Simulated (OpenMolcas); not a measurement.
# Ga+: CASPT2 settings compared

```yaml
Program: OpenMolcas
Basis: ANO-R2 [6s5p4d3f1g]
Scalar_Hamiltonian: X2C, finite nucleus
Active_space: 2 electrons in 4 orbitals (4s 4p)
State_averaging: 2S+1 = 3 even, 3 roots; 2S+1 = 1 even, 6 roots; 2S+1 = 3 odd, 3 roots; 2S+1 = 1 odd, 3 roots
Spin-orbit_coupling: RASSI with atomic mean-field integrals over the reference wave functions, term energies averaged over their components
```

Methods on the same reference wave functions:
A. CASSCF
B. SS-CASPT2, IPEA 0.15 Eh, imaginary shift 0.15 Eh (closed shells correlated: 3d)
C. XMS-CASPT2, IPEA 0.75 Eh, real shift 0.15 Eh (closed shells correlated: 3s 3p 3d)
D. XMS-CASPT2, IPEA 0.6 Eh, real shift 0.5 Eh (closed shells correlated: none)

Energies in eV above 4s2 1S0, the measured ground level; measured values from NIST Handbook of Basic Atomic Spectroscopic Data.

| Level | A | B | C | D | Measured |
| --- | --- | --- | --- | --- | --- |
| 4s2 1S0 | 0.0000 | 0.0000 | 0.0000 | 0.0000 | 0.0000 |
| 4s 4p 3P* 0 | 5.4125 | 5.753 | 5.831 | 5.528 | 5.8728 |
| 4s 4p 3P* 1 | 5.4576 | 5.798 | 5.875 | 5.573 | 5.9282 |
| 4s 4p 3P* 2 | 5.5496 | 5.890 | 5.968 | 5.665 | 6.0442 |
| 4s 4p 1P* 1 | 9.2454 | 8.820 | 8.928 | 8.899 | 8.7658 |

Deviations, from unrounded energies. A percentage is the sum of absolute deviations over the sum of measured energies, with the sign that they share, or ± where signs differ.

```
           Against measurement  Levels     A     B     C     D
mean absolute deviation (cm-1)       4  3800   920   670  2400
      other configurations (%)       4  ±7.2  ±1.7  ±1.3  ±4.6
```

C lies closest to measurement on these levels and A furthest from it. The largest miss of C in the table is 4s 4p 1P* 1, by +1300 cm-1. The ranking rests on the paired levels alone, and a cruder setting can come out closer through cancelling errors.

Among B to D the level of the table that moves most is 4s 4p 3P* 0, by 2400 cm-1 (lowest in D, highest in C). Moves below CASPT2's spread within the term are not significant.

The lowest spin-free term lies below A's lowest term by 0.484 hartree in B, 0.782 hartree in C, 0.008 hartree in D.

CASPT2 breaks the degeneracy within a term, and the mean is taken; among the terms shown or strongly mixed into the levels shown the widest spread is 10 cm-1 (4s 4p 1P*, D). Without dynamic correlation excited terms often stand tens of per cent too high (terms of higher spin than the ground term too low), and those without a measured partner can miss by more than the paired ones (holds for A). Computed and measured levels are paired by configuration, term and J; levels that our copy of the source lacks, or whose pairing is in doubt (as where it misses far off the trend of its configuration), stay unpaired and out of the deviations. Only configurations of the active space appear. Levels that lie high or do not pair safely by name in every column are left out.

* marks odd parity.
